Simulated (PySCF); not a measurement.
## Gas-phase acidity of `COC(=O)C(=O)O[SiH3]` (C3H6O4Si)

Parent: `COC(=O)C(=O)O[SiH3]` (C3H6O4Si). Non-hydrogen atoms are numbered in `[CH3:1][O:2][C:3](=[O:4])[C:5](=[O:6])[O:7][SiH3:8]`.

Level of theory: M06-2X/ma-def2-SVP single points in PySCF, grid level 3; every species was optimised with PBE0-D3(BJ)/def2-SVP. The prefix ma- adds one diffuse s and one diffuse p function on all atoms but H. Zero-point and thermal terms (298.15 K, 1 bar) come from unscaled GFN2-xTB harmonic frequencies, with soft modes damped to free rotors in the entropy. These were taken at the GFN2-xTB minima.

| site | product | ΔH(acid) / kcal/mol | ΔG(acid) / kcal/mol | gas share | above best in DMSO / kcal/mol |
| --- | --- | --- | --- | --- | --- |
| Si8 (silicon) | `COC(=O)C(=O)O[SiH2-]` | 356.0 | 349.4 | > 99.9 % | 0.00 |
| C1 (methyl carbon) | `[CH2-]OC(=O)C(=O)O[SiH3]` | 387.5 | 381.4 | < 0.1 % | 36.01 |

ΔH and ΔG refer to AH → A⁻ + H⁺ in the gas phase. Shares are Boltzmann weights among the listed products; an error of 10 kJ/mol changes a ratio about 56-fold. Sites whose products fell apart, merged with another or lost in a GFN2-xTB screen aren't listed. Values in solvent are IEF-PCM free energies relative to the most favourable product.

Of the listed sites Si8 (silicon) is favoured in the gas phase, 32.1 kcal/mol ahead of C1 in free energy.

In DMSO the product from Si8 is solvated 49.0 kcal/mol more strongly than the parent (electrostatics only).

Known limits: structures of the anions come from def2-SVP, which lacks diffuse functions; ma-def2-SVP is a small basis, whose errors can reach tens of kJ/mol.

Differences come from unrounded values, so a last digit can differ from that of the printed terms.
